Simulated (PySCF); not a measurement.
# EuF2, octet: computed properties

Method: UPBE0 in PySCF with Eu def2-SVP with ECP28, F def2-SVP; scalar-relativistic core potentials, no spin–orbit coupling; density-fitted integrals.

The structure is a minimum.

| Quantity | Value |
| --- | --- |
| Point group | C2v |
| Bond lengths | Eu–F 2.097 Å (×2) |
| Bond angles | F–Eu–F 116.2° |
| Entropy at 298.15 K and 1 bar (electronic part: spin only) | 311.1 J/(mol K) |
| Spin squared ⟨S²⟩ | 15.759 |
| Heat capacity Cp at 298.15 K | 51.9 J/(mol K) |
| Rotational symmetry number | 2 |
| Rotational constants | 0.4515, 0.14, 0.1068 cm⁻¹ |
| Principal quadrupole moments (Buckingham, traceless) about the centre of mass | -18.00, 5.18, 12.82 D Å |
| Enthalpy at 298.15 K above 0 K | 13.06 kJ/mol |
| Lowest empty level (α) | -1.75 eV |
| Dipole moment | 6.52 D |
| Highest occupied level (α) | -5.02 eV |
| Principal polarisabilities | 17.2, 22.1, 30.4 bohr³ |
| Zero-point energy | 6.5 kJ/mol |

Harmonic modes (masses in u: Eu 152.921, F 18.998):
```csv
symmetry,ω (cm⁻¹),IR (km/mol),μ (u)
a1,92,20.2,21.28
b2,495,153,21.91
a1,507,55.7,20.36
```

In C2v the vibrations span 2a1 + b2. Here b1 is antisymmetric to the molecular plane and b2 lies in it.

Charges (e):
| atom | Mulliken | Löwdin | polar tensor | spin (Mulliken) | Mayer order to Eu1 |
| --- | --- | --- | --- | --- | --- |
| Eu1 | 1.06 | 0.72 | 1.62 | 7.05 | – |
| F2,3 | -0.53 | -0.36 | -0.81 | -0.02 | 0.85 |

Mulliken populations on Eu1 (electrons outside its core potential): s 4.11, p 12.16, d 10.65, f 7.02.

Outer orbital energies (eV). α occupied: -8.11, -5.41, -5.41, -5.28, -5.26, -5.24, -5.14, -5.02; empty: -1.75, 0.01, 0.48, 0.82. β occupied: -21.89, -21.27, -8.81, -8.54, -8.51, -8.35, -8.28, -7.95; empty: -1.53, 0.18, 0.78, 0.97.

Formally Eu is in oxidation state +2, with 7 electrons left for the f, d and s shells; the Mulliken f population is 7.02 and the spin on Eu 7.05.

This need not be the most stable arrangement of these atoms. Open d and f shells are described by one determinant, and the ground state may have another occupation or spin. The pruned grid is coarse for the open f shell: energies are uncertain by about 2 kJ/mol and soft modes are noisy. With an element this heavy the missing spin–orbit coupling can shift these numbers.

The final relaxation and frequency run took of the order of 2.3 core-minutes on a shared host.
